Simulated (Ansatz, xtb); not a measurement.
# Relative energy of two isomers of BrClGaH3Si

Structure X is `[Cl][GaH][SiH2]Br`, a singlet and structure Y is `Cl[SiH2][GaH][Br]`, a singlet. Both are isolated molecules in the gas phase, relaxed with PBE0-D3(BJ)/def2-SVP; the shapes shown needn't be the lowest conformers.

X (Å):

```xyz
7

Br    2.5329    0.9639    1.2586
Cl   -1.6582   -1.2175   -1.9784
Ga   -0.6986   -0.1287   -0.3721
Si    1.7036   -0.1917   -0.4726
H    -1.6748    0.5542    0.6381
H     2.2179   -1.5904   -0.3861
H     2.2156    0.4289   -1.7301
```

Y (Å):

```yaml
atoms:
  - { symbol: Br, position_ang: [-0.4022, -0.9469, -2.2580] }
  - { symbol: Cl, position_ang: [-1.9693, 3.7254, 0.6294] }
  - { symbol: Ga, position_ang: [-1.7485, 0.7779, -1.5271] }
  - { symbol: Si, position_ang: [-0.6523, 2.2179, 0.0557] }
  - { symbol: H, position_ang: [-0.2416, 1.4616, 1.2750] }
  - { symbol: H, position_ang: [0.5581, 2.8524, -0.5441] }
  - { symbol: H, position_ang: [-3.1869, 0.8038, -2.1372] }
```

Estimate E(Y) − E(X) at the level CCSD(T)/def2-SVP + ΔMP2/def2-TZVPP.

Calculated at CCSD(T)/def2-SVP + ΔMP2/def2-TZVPP: E(Y) − E(X) = −0.113 eV, so structure Y lies lower.

Level by level:

| level | geometry | E(Y) − E(X) (eV) | departure from the last row (eV) | job, with rough time for the two |
| --- | --- | --- | --- | --- |
| PBE0-D3(BJ)/def2-SVP | PBE0-D3(BJ)/def2-SVP | −0.064 | +0.049 | optimisation, 59 s |
| HF/def2-SVP | PBE0-D3(BJ)/def2-SVP | −0.084 | +0.029 | part of the CCSD(T) run |
| MP2/def2-SVP | PBE0-D3(BJ)/def2-SVP | −0.077 | +0.036 | part of the CCSD(T) run |
| CCSD(T)/def2-SVP | PBE0-D3(BJ)/def2-SVP | −0.074 | +0.040 | single point |
| CCSD(T)/def2-SVP + ΔMP2/def2-TZVPP | PBE0-D3(BJ)/def2-SVP | −0.113 |  | single point, 33 s |

As drawn, Y has 1 Cl–Si, 1 Br–Ga in place of 1 Cl–Ga, 1 Br–Si.

None of the levels shown reverses the order. The largest departure from CCSD(T)/def2-SVP + ΔMP2/def2-TZVPP is that of PBE0-D3(BJ)/def2-SVP, 0.049 eV. Levels run at GFN2-xTB geometries aren't shown. The last row adds to CCSD(T) the change of the MP2 difference between the two basis sets, here −0.040 eV.

With harmonic frequencies from PBE0-D3(BJ)/def2-SVP (ideal gas, rigid rotor, one conformer each, 298.15 K, 1 atm): on the last row, ΔE + ΔZPE = −0.109 eV. A mode under 50 cm⁻¹ makes harmonic enthalpies and free energies unreliable, so none is given.

The correlated steps freeze 28 core orbitals; the filled d shell of Br and Ga is correlated, in a basis made for valence electrons. Codes used: Ansatz 0.2.0; the last row on 2 threads of Intel(R) Xeon(R) Platinum 8375C CPU @ 2.90GHz (Ice Lake) on a shared host.
